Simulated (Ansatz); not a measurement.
A run on C2H7GeNO, SMILES `C[N](C)[Ge][OH]` with other settings.

```yaml
crystal:
  periodic: [false, false, false]
  atoms:
    - {symbol: C, position_ang: [-0.540752, 0.492461, 0.835465]}
    - {symbol: N, position_ang: [0.159405, -0.194068, -0.214467]}
    - {symbol: C, position_ang: [0.640219, -1.492081, 0.192145]}
    - {symbol: Ge, position_ang: [0.515003, 0.342312, -1.940222]}
    - {symbol: O, position_ang: [-0.206489, 1.983134, -1.973517]}
    - {symbol: H, position_ang: [0.113933, 0.692566, 1.694691]}
    - {symbol: H, position_ang: [-0.940733, 1.450386, 0.497146]}
    - {symbol: H, position_ang: [-1.390020, -0.100764, 1.200722]}
    - {symbol: H, position_ang: [1.162009, -1.980069, -0.636303]}
    - {symbol: H, position_ang: [-0.183495, -2.148003, 0.504743]}
    - {symbol: H, position_ang: [1.341874, -1.418410, 1.034051]}
    - {symbol: H, position_ang: [-0.593852, 2.317436, -1.160454]}
basis:
  gaussian: {orbitals: def2-TZVP}
hamiltonian: {xc: {name: HSE06}}
scf: {lower_state_search: light}
output: {forces: true}
```

```sh
$ ansatz run in.yaml --threads 4 --pin off --events-out ev --progress --plain --max-ram 10444MiB
```

It prints (some lines left out):

```
Functional definition: HSE06
1375 factors; their error is unknown
100 factors; integrals over basis functions are off by at most 3.4e-7 eV
mean field evaluation 1: about -62217.4599 eV, gradient 8.6e1 eV
mean field evaluation 2: about -62170.6461 eV, gradient 1.6e2 eV
mean field evaluation 4: about -62231.8320 eV, gradient 1.5e1 eV
mean field evaluation 8: about -62232.2065 eV, gradient 2.6e-1 eV
mean field evaluation 16: about -62232.4745 eV, gradient 5.7e-4 eV
mean field -62232.47446915 eV, -2287.0012540549 hartree, gradient 3.4e-5 eV, S^2 0.000000; 0 other end points of the search recorded, 0 dependent functions left out
reference -62232.47450972 eV, -2287.0012555460 hartree; 33, 33 occupied and 181, 181 virtual orbitals, 1375 factors
Total energy: -62232.47450972 eV, -2287.0012555460 hartree
Atom 0 at    -0.540752     0.492461     0.835465 Å, force    -0.004634     0.003874     0.010025 eV/Å
Atom 1 at     0.159405    -0.194068    -0.214467 Å, force    -0.001144    -0.007660     0.012181 eV/Å
Atom 2 at     0.640219    -1.492081     0.192145 Å, force     0.004139    -0.010713     0.001794 eV/Å
Atom 3 at     0.515003     0.342312    -1.940222 Å, force     0.009913     0.003046    -0.031408 eV/Å
Atom 4 at    -0.206489     1.983134    -1.973517 Å, force    -0.000231     0.015067    -0.021143 eV/Å
Atom 5 at     0.113933     0.692566     1.694691 Å, force     0.001621     0.001588     0.008740 eV/Å
Atom 6 at    -0.940733     1.450386     0.497146 Å, force    -0.002909     0.004729     0.000782 eV/Å
Atom 7 at    -1.390020    -0.100764     1.200722 Å, force    -0.006456    -0.002679     0.006007 eV/Å
Atom 8 at     1.162009    -1.980069    -0.636303 Å, force     0.002818    -0.003452    -0.003155 eV/Å
Atom 9 at    -0.183495    -2.148003     0.504743 Å, force    -0.003541    -0.006424     0.003433 eV/Å
Atom 10 at     1.341874    -1.418410     1.034051 Å, force     0.004450    -0.002432     0.006058 eV/Å
Atom 11 at    -0.593852     2.317436    -1.160454 Å, force    -0.004025     0.005055     0.006688 eV/Å
Dipole moment:    -0.074264    -0.214293     0.528178 e Å
```

Run time 3.5 s (4 threads of an Arm Neoverse V2 on a shared host); peak host memory 0.64 GiB.
